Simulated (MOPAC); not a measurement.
Input for MOPAC: PM7 on H4SiTe (SMILES [SiH3][TeH]), a point of a torsion scan.

```
PM7 1SCF PRECISE CHARGE=0 THREADS=1
H4SiTe

Si    -0.64205019 1     0.02192871 1     0.00515965 1
Te     1.65457237 1     0.93215169 1    -0.21816017 1
H     -0.84947003 1    -0.57321891 1     1.31840033 1
H     -1.53827046 1     1.15284235 1    -0.18605093 1
H     -0.94593361 1    -0.99078705 1    -1.00304736 1
H      2.29435154 1    -0.35656958 1     0.58109040 1
```

It printed:

```
*******************************************************************************
 **                                                                           **
 **                              MOPAC v23.2.5                                **
 **                                                                           **
 *******************************************************************************
 ** MOPAC's Digital Object Identifier: https://doi.org/10.5281/zenodo.6511958 **
 **                                                                           **
 ** Please cite the open-source release paper for use of this MOPAC version:  **
 ** J. E. Moussa and J. J. P. Stewart (2026)                                  **
 ** MOPAC: An open-source semiempirical molecular orbital program             **
 ** J. Open Source Softw., 11(119), 8025, https://doi.org/10.21105/joss.08025 **
 *******************************************************************************

                              PM7 CALCULATION RESULTS

 *******************************************************************************
 *  PM7        - The PM7 Hamiltonian to be used
 *
 *
 *
 *                 CHARGE ON SYSTEM = 0
 *
 *
 *
 *  PRECISE    - TIGHTER CRITERIA TO BE USED
 *  1SCF       - DO 1 SCF AND THEN STOP
 *  THREADS=1  - MULTI-THREADING NOT USED
 *  T=         - A TIME OF 172800.0 SECONDS REQUESTED
 *  DUMP=N     - RESTART FILE WRITTEN EVERY 7200.0 SECONDS REQUESTED
 *******************************************************************************
PM7 1SCF PRECISE CHARGE=0 THREADS=1
 H4SiTe

   ATOM   CHEMICAL          X               Y               Z
  NUMBER   SYMBOL      (ANGSTROMS)     (ANGSTROMS)     (ANGSTROMS)

     1      Si         -0.64205019  *   0.02192871  *   0.00515965  *
     2      Te          1.65457237  *   0.93215169  *  -0.21816017  *
     3       H         -0.84947003  *  -0.57321891  *   1.31840033  *
     4       H         -1.53827046  *   1.15284235  *  -0.18605093  *
     5       H         -0.94593361  *  -0.99078705  *  -1.00304736  *
     6       H          2.29435154  *  -0.35656958  *   0.58109040  *



          CARTESIAN COORDINATES

    NO.       ATOM           X           Y           Z

     1        Si         -0.6421      0.0219      0.0052
     2        Te          1.6546      0.9322     -0.2182
     3         H         -0.8495     -0.5732      1.3184
     4         H         -1.5383      1.1528     -0.1861
     5         H         -0.9459     -0.9908     -1.0030
     6         H          2.2944     -0.3566      0.5811

 General Reference for PM7:
 "Optimization of Parameters for Semiempirical Methods VI: More Modifications to the
 NDDO Approximations and Re-optimization of Parameters", J. J. P. Stewart, J. Mol. Mod., 1:32, 19 (2013)
 https://link.springer.com/article/10.1007/s00894-012-1667-x

           Empirical Formula: H4 Si Te  =     6 atoms



      MOLECULAR POINT GROUP   :   C1


      RHF CALCULATION, NO. OF DOUBLY OCCUPIED LEVELS = 7


 -------------------------------------------------------------------------------
 PM7 1SCF PRECISE CHARGE=0 THREADS=1
 H4SiTe



     1SCF WAS SPECIFIED, SO BFGS WAS NOT USED
     SCF FIELD WAS ACHIEVED


                              PM7 CALCULATION
                                                       MOPAC v23.2.5 Linux




          FINAL HEAT OF FORMATION =        205.11679 KCAL/MOL =     858.20866 KJ/MOL


          COSMO AREA              =        116.22 SQUARE ANGSTROMS
          COSMO VOLUME            =        107.52 CUBIC ANGSTROMS

          IONIZATION POTENTIAL    =          8.233713 EV
          HOMO LUMO ENERGIES (EV) =         -8.234  0.680
          NO. OF FILLED LEVELS    =          7
          MOLECULAR WEIGHT        =        159.7171         POINT GROUP:  C1

          MOLECULAR DIMENSIONS (Angstroms)

            Atom       Atom       Distance
            H     6    H     4     4.18997
           Te     2    H     3     2.95732
            H     5    H     3     2.06127


          SCF CALCULATIONS        =          1





   ATOM   CHEMICAL          X               Y               Z
  NUMBER   SYMBOL      (ANGSTROMS)     (ANGSTROMS)     (ANGSTROMS)

     1      Si         -0.64205019  *   0.02192871  *   0.00515965  *
     2      Te          1.65457237  *   0.93215169  *  -0.21816017  *
     3       H         -0.84947003  *  -0.57321891  *   1.31840033  *
     4       H         -1.53827046  *   1.15284235  *  -0.18605093  *
     5       H         -0.94593361  *  -0.99078705  *  -1.00304736  *
     6       H          2.29435154  *  -0.35656958  *   0.58109040  *

                             CARTESIAN COORDINATES

   1   Si       -0.642050190     0.021928710     0.005159650
   2   Te        1.654572370     0.932151690    -0.218160170
   3    H       -0.849470030    -0.573218910     1.318400330
   4    H       -1.538270460     1.152842350    -0.186050930
   5    H       -0.945933610    -0.990787050    -1.003047360
   6    H        2.294351540    -0.356569580     0.581090400


           Empirical Formula: H4 Si Te  =     6 atoms



      MOLECULAR POINT GROUP   :   C1


                  EIGENVALUES
 -49.99137 -17.84211 -13.46558 -13.17870 -12.47433  -9.69589  -8.23371   0.67982
   1.98884   2.06930   4.13056   7.86983  20.24586  20.39237  21.03685  21.19531
  23.48476


              NET ATOMIC CHARGES AND DIPOLE CONTRIBUTIONS

  ATOM NO.   TYPE          CHARGE      No. of ELECS.   s-Pop       p-Pop       d-Pop
    1         Si           0.006434        3.9936     0.88922     2.92450     0.17984
    2         Te          -0.317612        6.3176     1.77266     4.54495
    3          H           0.034564        0.9654     0.96544
    4          H           0.049119        0.9509     0.95088
    5          H           0.039427        0.9606     0.96057
    6          H           0.188068        0.8119     0.81193
 DIPOLE           X         Y         Z       TOTAL
 POINT-CHG.    -1.155    -1.754     0.843     2.263
 HYBRID         0.207    -0.978     0.545     1.138
 SUM           -0.948    -2.732     1.388     3.208


          ATOMIC ORBITAL ELECTRON POPULATIONS

     Atom    s        px        py        pz      x^2-y^2     xz        z^2       yz        xy
    1 Si   0.88922   0.82915   1.03647   1.05889   0.03646   0.01898   0.03542   0.02885   0.06012
    2 Te   1.77266   1.15669   1.57422   1.81404
    3  H   0.96544
    4  H   0.95088
    5  H   0.96057
    6  H   0.81193

 **********************
 *                    *
 * JOB ENDED NORMALLY *
 *                    *
 **********************




 == MOPAC DONE ==
```

The run finished.

Cost: roughly 0.020 core-seconds.
